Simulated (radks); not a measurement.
Results of a calculation; reference values are marked as such.
Species: Mg. Configuration: [Ne] 3s1 6p1 (not the ground configuration).

Level of theory: non-relativistic Kohn-Sham, LDA (Slater exchange, Perdew-Wang correlation), spin-unpolarised, spherical densities, point nucleus (a radial shooting solver on a logarithmic mesh with Libxc functionals).

Energy parts (eV):
| part | energy |
|---|---|
| total | -5411.386 |
| kinetic | 5395.625 |
| electron-nucleus | -12904.865 |
| Hartree | 2513.572 |
| exchange-correlation | -415.717 |

Orbitals (lengths in bohr, moments of r in powers of bohr):
| orbital | occ. | eigenvalue (eV) | <r^4> |
|---|---|---|---|
| 1s | 2 | -1259.071 | 0.001404 |
| 2s | 2 | -86.9575 | 0.6746 |
| 2p | 6 | -54.7047 | 0.8836 |
| 3s | 1 | -10.3979 | 134.3 |
| 6p | 1 | -0.4485 | 1583000 |

The highest occupied level is 6p at -0.449 eV. The density falls to 0.001 e/bohr^3 at r = 3.81 bohr.
